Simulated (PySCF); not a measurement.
All values below come from ωB97X-D3(BJ)/def2-TZVP // PBE0-D3(BJ)/def2-SVP (PySCF 2.14.0). All species are isolated molecules in the gas phase. One relaxed conformer stands for a flexible species; it need not be the lowest. Excitations are Tamm–Dancoff values on a coarser integration grid. The basis has no diffuse functions, so Rydberg states are missing or too high.

Reference species (SMILES): `C1[C@@H](B)[C@H]2CC[C@@H]1[C@H]2S` (neutral, multiplicity 1).

- HOMO–LUMO gap: 10.15 eV
- S1 oscillator strength: 0.003
- HOMO: -9.22 eV
- S1 excitation (TDA): 5.63 eV

Changed species: `B[C@@H]1C[C@@H]2C[C@H]1[C@H](S)C2`.

Question: Give the shifts of the HOMO–LUMO gap, S1 oscillator strength, HOMO and S1 excitation (TDA).

Answer: the HOMO–LUMO gap drops by 0.06 eV, to 10.09 eV; the S1 oscillator strength hardly moves; the HOMO increases by 0.05 eV, to -9.17 eV; the S1 excitation (TDA) drops by 0.04 eV, to 5.59 eV.
